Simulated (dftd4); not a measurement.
N$_{2}$, charge +1, doublet, at a GFN2-xTB geometry (a state made from the parent by changing its charge; the spin is typed, not shown lowest); D4 for r2scan (dftd4).

Input for dftd4:
```
$ dftd4 mol.xyz --func r2scan --charge 1 --json dftd4.json --noedisp

# file mol.xyz
2

N     -0.00000000    -0.00000000    -0.53416778
N      0.00000000     0.00000000     0.53416778
```

The log (banner, timings and long lists left out):

```
                    ____  _____ _____     ____  _  _
      -------------|  _ \|  ___|_   _|---|  _ \| || |------------
     |             | | | | |_    | | ___ | | | | || |_           |
     |             | |_| |  _|   | ||___|| |_| |__   _|          |
     |             |____/|_|     |_|     |____/   |_|            |
     |             ===================================           |
     |            E. Caldeweyher, S. Ehlert & S. Grimme          |
     |          Mulliken Center for Theoretical Chemistry        |
     |                    University of Bonn                     |
      -----------------------------------------------------------

Rational (Becke-Johnson) damping: r2scan-D4-ATM
---------------------
  s6         1.0000
  s8         0.6019
  s9         1.0000
  a1         0.5156
  a2         5.7734
 alp        16.0000
--------------------

Dispersion energy:      -5.3696402565017E-05 Eh

[Info] JSON dump of results written to 'dftd4.json'
```
